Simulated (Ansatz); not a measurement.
Cost and result for the atomization energy of `FB1N=CS1` (6 atoms, 6 bonds).

The species carries charge 0 and has multiplicity 1. Geometry: relaxed with PBE0-D4/def2-TZVP. Program: Ansatz. All runs use 2 threads of an Arm Neoverse V1 on a shared host. Times are those of one run each, without the atoms' runs, and a repeat can differ threefold. Electronic energies, without spin–orbit coupling; frozen cores. CCSD(T)/CBS adds CCSD(T) − MP2 in def2-TZVPP to the MP2 limit, and its time is that of the two runs behind it. T1 = 0.016.

CCSD(T)/CBS is a level of theory with its own doubt, some kJ/mol a heavy atom from the limit and from the frozen cores, so smaller differences don't rank the functionals.

```
                             level  functions  atomization (kcal/mol)  difference from CCSD(T)/CBS  per bond
                CCSD(T)/def2-TZVPP        180                   597.8                        -20.6      -3.4
                 B2PLYP/def2-TZVPP        180                   616.9                         -1.5      -0.2
r2SCAN-D4/def2-TZVPP (with forces)        180                   628.7                         10.3       1.7
               PBE-QIDH/def2-TZVPP        180                   621.9                          3.5       0.6
  ωB97M-V/def2-TZVPP (with forces)        180                   628.5                         10.1       1.7
                    MP2/def2-QZVPP        328                   639.7                         21.3       3.6
                ωB97X-V/def2-TZVPP        180                   625.8                          7.4       1.0
                  CCSD(T)/def2-SVP         79                   582.8                        -35.6      -5.9
                 CCSD(T)/CBS(def2)          –                   618.4                          0.0       0.0
             r2SCANh-D4/def2-TZVPP        180                   620.7                          2.3       0.4
                PBE0-D4/def2-TZVPP        180                   632.3                         13.9       2.3
            LDA (SPW92)/def2-TZVPP        180                   744.1                        125.7      17.9
                BLYP-D4/def2-TZVPP        180                   630.1                         11.7       1.9
```

(1) Order the runs by time, with rough figures. (Estimate.)

Results:

(1) The calculation gave: LDA (SPW92)/def2-TZVPP 1.2 s; BLYP-D4/def2-TZVPP 2 s; PBE0-D4/def2-TZVPP 2.7 s; CCSD(T)/def2-SVP 2.8 s; r2SCAN-D4/def2-TZVPP (with forces) 5.5 s; r2SCANh-D4/def2-TZVPP 5.5 s; B2PLYP/def2-TZVPP 5.5 s; PBE-QIDH/def2-TZVPP 5.5 s; ωB97X-V/def2-TZVPP 8 s; ωB97M-V/def2-TZVPP (with forces) 11 s; MP2/def2-QZVPP 16 s; CCSD(T)/def2-TZVPP 59 s; CCSD(T)/CBS(def2) 75 s.

Leaving LDA and LC-ωPBE aside and taking each functional with its dispersion term where it has one, the values, not all of them listed here, spread over 67.3 kcal/mol, from BHLYP-D4 to PBE-D4. LDA lies +90.4 kcal/mol from PBE without D4, its usual overbinding. The D4 term adds +5.3 kcal/mol with B3LYP and +2.7 kcal/mol with PBE0; it sums over pairs of atoms, weighted by their polarisabilities, and B3LYP, whose exchange is more repulsive, gets the larger term. At CCSD(T), def2-SVP lies −35.7 kcal/mol from the extrapolated value and def2-TZVPP −20.6 kcal/mol: correlation converges slowly with the basis, and small sets miss more of it in the bonded molecule than in its fragments.

B3LYP here is the variant with VWN-RPA as its local correlation; programs differ in this.
